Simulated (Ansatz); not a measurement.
Reaction: SbH3 (SMILES [SbH3]) → SbH3+ (parent SMILES [SbH3], doublet) + e-
Each species at its own B3LYP-D3(BJ)/def2-TZVP minimum (Ansatz, an electronic-structure program).

Quantity: adiabatic ionisation energy (electronic), in eV. Open shells are spin-unrestricted; no spin-orbit coupling. Cores are frozen in correlated methods (noble-gas shells, and filled d and f shells in the p block). Past Kr the def2 sets carry scalar-relativistic core potentials. CBS(X,Y): correlation extrapolated as X^-3, Hartree-Fock from the larger set. A bracket is a step between two methods taken in the basis named. Spin-orbit terms, left out, reach several kcal/mol for Br and I, and more for heavier atoms. The spin of H3Sb+ (parent SMILES [SbH3], doublet) was assumed, and the state is the lowest solution found for it.

CCSD(T)/CBS(def2-TZVPP,def2-QZVPP) + [CCSDT(Q) - CCSD(T)]/def2-QZVPP + [CCSDTQ - CCSDT(Q)]/def2-SVP (Ansatz) gives 9.28 eV.

How far off this value is PBE/def2-TZVPD (Ansatz), in which direction, and how far these levels: r2SCAN/def2-TZVPD, PBE0/def2-TZVPD, B2PLYP/def2-TZVPD, CCSD(T)/CBS(def2-TZVPP,def2-QZVPP)?

PBE gives 9.31 eV, 0.03 eV above it. Differences of the others: r2SCAN/def2-TZVPD (Ansatz) 0.01; PBE0/def2-TZVPD (Ansatz) -0.01; B2PLYP/def2-TZVPD (Ansatz) -0.04; CCSD(T)/CBS(def2-TZVPP,def2-QZVPP) (Ansatz) 0.00 eV.
